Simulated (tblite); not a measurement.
Run record: tight-binding relaxation, `N=P12CCC(CC1)CC2`.

Computed with GFN2-xTB geometry optimisation, gas phase (tblite 0.8.0). Start geometry: from a force field or distance geometry. A driver script takes a list of jobs; this job's settings line and coordinates (Å) are shown.

Command:
```bash
OMP_NUM_THREADS=1 python probes_run.py task.json out
```

Input:
```
{"job": {"kind": "relax", "xc": "GFN2-xTB", "basis": "xTB"}, "charge": 0, "multiplicity": 1}
N     -1.935500     1.822200    -1.008400
P     -0.902400     0.827200    -0.469100
C     -1.425500    -0.019000     1.077400
C     -0.252300    -0.872200     1.440700
C      0.867800    -0.865500     0.471400
C      1.587800     0.470800     0.374000
C      0.675800     1.611100     0.026000
C      0.526800    -1.358900    -0.907900
C     -0.596600    -0.598300    -1.568800
H     -1.596300     2.625000    -1.564500
H     -1.729900     0.698800     1.848800
H     -2.270000    -0.694000     0.758700
H     -0.614400    -1.916900     1.582500
H      0.143300    -0.462400     2.407100
H      1.634500    -1.570500     0.859400
H      2.120300     0.623600     1.342500
H      2.358200     0.407100    -0.435000
H      0.455700     2.134100     0.990400
H      1.060800     2.302400    -0.721100
H      1.427300    -1.173800    -1.543700
H      0.361700    -2.443800    -0.896200
H     -1.514000    -1.232700    -1.464500
H     -0.387800    -0.287400    -2.589500
```

Output:
```
step      E/eV     max force
  0    -749.82204    2.323
  1    -750.15900    1.257
  2    -750.28443    1.187
  3    -750.41428    0.807
  4    -750.46238    0.609
  5    -750.48289    0.306
  6    -750.49527    0.267
  7    -750.50467    0.231
  8    -750.51354    0.269
  9    -750.52210    0.248
... (97 lines left out)
107    -750.68566    0.036
108    -750.68583    0.034
109    -750.68599    0.032
110    -750.68615    0.030
111    -750.68632    0.028
112    -750.68650    0.027
113    -750.68662    0.020
114    -750.68669    0.016
115    -750.68672    0.013
116    -750.68675    0.010
```

«max force» is the largest atomic force in eV/Å.

Question: From which step on does the largest force stay under 0.1 eV/Å, and how much energy is left to gain from there?

Answer: From step 85 (0.086 eV/Å), 10.6 meV above the end.

Main results: energy lowered by 19.9 kcal/mol over 116 steps; largest atomic force 0.010 eV/Å at the end.

Question: Where do the atoms end?

Answer: 0.373 Å rms from the input after alignment:
```
atom  x, y, z in Å
N1    -2.1811    1.8372   -0.7796
P2    -0.9808    0.9050   -0.4505
C3    -1.4172   -0.1182    0.9849
C4    -0.1628   -0.8008    1.5397
C5     0.9519   -0.9169    0.4904
C6     1.6568    0.4299    0.2837
C7     0.6565    1.5723    0.0890
C8     0.4076   -1.4603   -0.8373
C9    -0.3801   -0.4003   -1.6145
H10   -2.0690    2.4330   -1.5874
H11   -1.9028    0.5236    1.7221
H12   -2.1627   -0.8409    0.6427
H13   -0.4189   -1.7987    1.9056
H14    0.2232   -0.2349    2.3907
H15    1.6941   -1.6309    0.8671
H16    2.2938    0.6418    1.1463
H17    2.3080    0.3484   -0.5891
H18    0.4698    2.1175    1.0194
H19    1.0111    2.3025   -0.6437
H20    1.2384   -1.8224   -1.4483
H21   -0.2342   -2.3168   -0.6210
H22   -1.2451   -0.8305   -2.1265
H23    0.2389    0.0878   -2.3736
```
Labels such as C1 count atoms from 1, the log's own numbers from 0.
